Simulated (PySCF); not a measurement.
N (nitrogen, neutral) across methods

[He] 2s2 2p3, high-spin 4S determinant. Calculation: PySCF 2.14, in aug-cc-pVQZ (6s5p4d3f2g, 80 functions); no relativity, point nucleus.

| method | E (hartree) | mean ε 2s α (eV) | mean ε 2s β (eV) | mean ε 2p α (eV) | Σ⟨r²⟩ (bohr²) | ⟨S²⟩ |
| --- | --- | --- | --- | --- | --- | --- |
| B3LYP | -54.6057 | -22.138 | -16.831 | -9.777 | 12.44 | 3.754 |
| wB97M-V | -54.5944 | -25.165 | -19.915 | -12.534 | 12.56 | 3.753 |
| r2SCANh | -54.5827 | -22.397 | -15.790 | -9.600 | 12.28 | 3.755 |
| UHF | -54.40382 | -31.652 | -19.757 | -15.535 | 12.09 | 3.758 |
| PBE | -54.5342 | -19.856 | -15.287 | -8.304 | 12.59 | 3.752 |
| r2SCAN | -54.5826 | -21.359 | -15.199 | -8.896 | 12.31 | 3.755 |
| LDA | -54.1353 | -19.618 | -15.280 | -8.404 | 12.62 | 3.753 |
| TPSS | -54.6149 | -20.521 | -15.374 | -8.469 | 12.45 | 3.754 |
| PBE0 | -54.5455 | -22.921 | -16.818 | -10.216 | 12.37 | 3.753 |
